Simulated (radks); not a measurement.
Trend from La3+ to Lu3+: ionisation energy by Delta-SCF between NIST ground configurations, and size. Method: scalar-relativistic Kohn-Sham, BLYP, spin-polarised, spherical densities, finite nucleus; open shells are filled with parallel spins first (spin-orbit coupling, left out, can overturn this in heavy ions); Fermi nuclear charge, rms radius of each element as measured or else 0.836 A^(1/3) + 0.57 fm; computed with a radial shooting solver on a logarithmic mesh with Libxc functionals.

species  configuration  configuration of the ion  IE (eV)  NIST (eV)       kind  -e(HOMO) (eV)  outermost  <r> outermost (bohr)  r at 0.001 e/bohr^3 (bohr)
La3+              [Xe]         [Kr] 4d10 5s2 5p5   50.382       50.0  semi-emp.    44.518 (5p)         5p                  1.76                        3.52
Ce3+          [Xe] 4f1                      [Xe]   37.750      36.91  semi-emp.    28.783 (4f)         5p                  1.72                        3.48
Pr3+          [Xe] 4f2                  [Xe] 4f1   39.327      38.98  semi-emp.    30.219 (4f)         5p                  1.69                        3.44
Nd3+          [Xe] 4f3                  [Xe] 4f2   40.740      40.60  semi-emp.    31.486 (4f)         5p                  1.66                        3.40
Pm3+          [Xe] 4f4                  [Xe] 4f3   42.013       41.2  semi-emp.    32.615 (4f)         5p                  1.63                        3.36
Sm3+          [Xe] 4f5                  [Xe] 4f4   43.167       41.6  semi-emp.    33.625 (4f)         5p                  1.60                        3.32
Eu3+          [Xe] 4f6                  [Xe] 4f5   44.215       42.9  semi-emp.    34.533 (4f)         5p                  1.58                        3.29
Gd3+          [Xe] 4f7                  [Xe] 4f6   45.169       44.4  semi-emp.    35.349 (4f)         5p                  1.55                        3.26
Tb3+          [Xe] 4f8                  [Xe] 4f7   40.690      39.33  semi-emp.    31.189 (4f)         5p                  1.52                        3.23
Dy3+          [Xe] 4f9                  [Xe] 4f8   41.835       41.2  semi-emp.    32.196 (4f)         5p                  1.49                        3.20
Ho3+         [Xe] 4f10                  [Xe] 4f9   42.887       42.5  semi-emp.    33.112 (4f)         5p                  1.47                        3.17
Er3+         [Xe] 4f11                 [Xe] 4f10   43.854      42.42  semi-emp.    33.948 (4f)         5p                  1.44                        3.14
Tm3+         [Xe] 4f12                 [Xe] 4f11   44.743      42.41  semi-emp.    34.711 (4f)         5p                  1.42                        3.12
Yb3+         [Xe] 4f13                 [Xe] 4f12   45.562      43.61  semi-emp.    35.407 (4f)         5p                  1.39                        3.09
Lu3+         [Xe] 4f14                 [Xe] 4f13   46.314      45.25  semi-emp.    36.042 (4f)         5p                  1.37                        3.07

Reference values: NIST Atomic Spectra Database (exp. = measured, semi-emp. = semi-empirical, theory = theoretical value adopted there). Open shells are spherical and high-spin; term and fine-structure splittings are not resolved. Spin-orbit splitting is averaged out at the scalar-relativistic level. No tabulated value is given for the 4+ ions of Nd, Pm and Eu to Yb, where it belongs to another shell than the one emptied here.
